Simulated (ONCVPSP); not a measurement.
# What one change does to a pseudopotential (Mo, ONCV)

| Property | Result |
| --- | --- |
| Element | molybdenum (Mo) |
| Generator | ONCVPSP 4.0.1 |
| Type | optimised norm-conserving Vanderbilt (ONCV) |
| Functional | PBEsol |
| Relativity | scalar-relativistic |
| Frozen core | [Ar] 3d10 |
| Valence charge | 14 |
| Reference configuration | 4s2 4p6 4d5.5 5s0.5 |
| Partial waves | 4s+5s: rc 1.45 bohr, ncon 4, nbas 7, qcut 8.2 1/bohr, 2 projectors; 4p: rc 2.00 bohr, ncon 4, nbas 8, qcut 6.3 1/bohr, 1 projector; 4d: rc 1.85 bohr, ncon 3, nbas 8, qcut 5.7 1/bohr, 2 projectors, debl 2.4 Ha; f scattering state at 0.39 Ha: rc 1.95 bohr, ncon 5, nbas 8, qcut 5.2 1/bohr, 2 projectors, debl 2 Ha |
| Local potential | polynomial inside 1.45 bohr (lpopt 5, dvloc0 0 Ha) |
| Core correction | none |

All-electron outer shells of the reference configuration (PBEsol, scalar-relativistic, ld1.x):

| shell | level (eV) | outermost node (bohr) | outermost maximum (bohr) |
| --- | --- | --- | --- |
| 3d | -219.76 | – | 0.32 |
| 4s | -63.14 | 0.51 | 0.99 |
| 4p | -37.35 | 0.52 | 1.08 |
| 5s | -3.77 | 1.35 | 2.97 |
| 4d | -2.98 | 0.53 | 1.40 |

Change: local potential polynomial inside 0.90 bohr (lpopt 5, dvloc0 6 Ha).

Cutoffs: the cutoffs (Ha) at which the residual kinetic energy of the hardest occupied pseudo-wave falls to 1 and 0.1 mHa per electron; they do not see the model core or the augmentation charge, which bear on the density cutoff. Errors are all-electron minus pseudo energies relative to the spin-unpolarised reference configuration.

How do hardness, ghosts and transferability respond?

The potential gets neither clearly harder nor softer (25 Ha and 32 Ha → 25 Ha and 32 Ha); of the 4 tests that both files solve, the error grows in 1 and shrinks in 1 by more than 15 % and 0.3 meV (median size 1.3 → 1.5 meV); the range in which the f phases agree narrows (upper end at the end of the scan → 3.9); neither file shows a bound ghost.

| quantity | base | changed |
| --- | --- | --- |
| cutoff, loose | 25 Ha | 25 Ha |
| cutoff, tight | 32 Ha | 32 Ha |
| bound ghosts | none | none |
| GHOST(+) flags under 300 eV | none | s at 201.6 eV |
| error for 4s2 4p6 4d5 5s1, meV [ΔE -0.29 eV] | +0.2 | +0.3 |
| error for 4s2 4p6 4d5 5s0, meV [ΔE 6.62 eV] | -1.7 | -1.6 |
| error for 4s2 4p6 4d4 5s0, meV [ΔE 22.07 eV] | -3.3 | -2.7 |
| error for 4s2 4p6 4d4 5s1, meV [ΔE 7.80 eV] | +1.0 | +1.3 |
| s: phases at 1.47 bohr within 0.05 rad from the reference energy up to (Ha; the scan ends near 5) | to the end of the scan | to the end of the scan |
| p: phases at 2.03 bohr within 0.05 rad from the reference energy up to (Ha; the scan ends near 5) | 0.4 | 0.2 |
| d: phases at 1.88 bohr within 0.05 rad from the reference energy up to (Ha; the scan ends near 5) | to the end of the scan | to the end of the scan |
| f: phases at 1.98 bohr within 0.05 rad from the reference energy up to (Ha; the scan ends near 5) | to the end of the scan | 3.9 |
